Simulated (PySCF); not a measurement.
Structure with atom numbers: `[CH3:1][Si@H:2]1[CH2:3][CH2:4][P@:5](=[O:6])([PH2:7])[CH2:8][CH2:9]1`; H(Xn) means a hydrogen on atom n. Ha(C3), Ha(C4), Ha(C8), Ha(C9) are cis to C1 on the ring; Hb(C3), Hb(C4), Hb(C8), Hb(C9) are trans to C1 on the ring.

One averaged value for each set of equivalent atoms, isolated molecule, single conformer, no relativistic terms. Coordinates at the GFN2-xTB level; PBE0/pcSseg-1 with gauge-including orbitals; PySCF.

Referencing at the same level of theory: ¹³C and ¹H and ²⁹Si against TMS; ³¹P against H3PO4; H2O for ¹⁷O.

```json
{"atoms": "H(P7)", "nucleus": "¹H", "count": "2", "δ (ppm)": "2.61"}
{"atoms": "C4/C8", "nucleus": "¹³C", "count": "2", "δ (ppm)": "?"}
{"atoms": "Hb(C4)/Hb(C8)", "nucleus": "¹H", "count": "2", "δ (ppm)": "1.47"}
{"atoms": "O6", "nucleus": "¹⁷O", "count": "1", "δ (ppm)": "?"}
{"atoms": "H(C1)", "nucleus": "¹H", "count": "3", "δ (ppm)": "0.03"}
{"atoms": "Si2", "nucleus": "²⁹Si", "count": "1", "δ (ppm)": "-20.4"}
{"atoms": "Ha(C4)/Ha(C8)", "nucleus": "¹H", "count": "2", "δ (ppm)": "2.19"}
{"atoms": "H(Si2)", "nucleus": "¹H", "count": "1", "δ (ppm)": "4.23"}
{"atoms": "P5", "nucleus": "³¹P", "count": "1", "δ (ppm)": "18.5"}
{"atoms": "P7", "nucleus": "³¹P", "count": "1", "δ (ppm)": "-180.1"}
{"atoms": "Ha(C3)/Ha(C9)", "nucleus": "¹H", "count": "2", "δ (ppm)": "?"}
{"atoms": "C1", "nucleus": "¹³C", "count": "1", "δ (ppm)": "?"}
{"atoms": "C3/C9", "nucleus": "¹³C", "count": "2", "δ (ppm)": "7.6"}
{"atoms": "Hb(C3)/Hb(C9)", "nucleus": "¹H", "count": "2", "δ (ppm)": "1.00"}
```

Question: Fill in the missing shifts.

Answer: 
- C4/C8: 33.4 ppm, sp3 CH2 bonded to P
- C1: -4.5 ppm, methyl carbon bonded to Si; an electropositive neighbour leaves it electron-rich and shielded
- Ha(C3)/Ha(C9): 1.63 ppm, hydrogen on an sp3 CH2 bonded to Si
- O6: 132.5 ppm, P=O oxygen

Shifts are as computed. Against solution values, carbons near 30 ppm lie about +3 ppm off and those near 130 ppm about +5 ppm. Of 1211 compounds with measured shifts, 218 miss one by over three times the rms of a fit or turn the order of signals round; such compounds aren't used in these exercises. Experimental scales use liquid or dissolved standards, which lie at an offset from isolated H2O (liquid H2O: subtract about 36 ppm) and H3PO4.
